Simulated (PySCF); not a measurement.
**Correlation energy of Te (tellurium, neutral)**

[Kr] 4d10 5s1 5p5, high-spin 3P determinant (an excited configuration). All numbers are calculated (PySCF 2.14, the spin-free X2C one-electron Hamiltonian (Gaussian nucleus), in x2c-TZVPPall). Frozen: [Ar] 3d10; 24 electrons correlated.

| level | correlation energy (mhartree) |
| --- | --- |
| CCSD | -559.13 |
| (T) | -26.12 |
| CCSD(T) | -585.25 |

Diagnostics: T1 = 0.012, D1 = 0.0525, largest double amplitude 0.189.

Task: Is a single reference adequate?

Result: Not fully. A double-excitation amplitude exceeds 0.15, a sign of near-degeneracy.

This basis was not built for core-valence correlation, so the inner-shell part is incomplete.
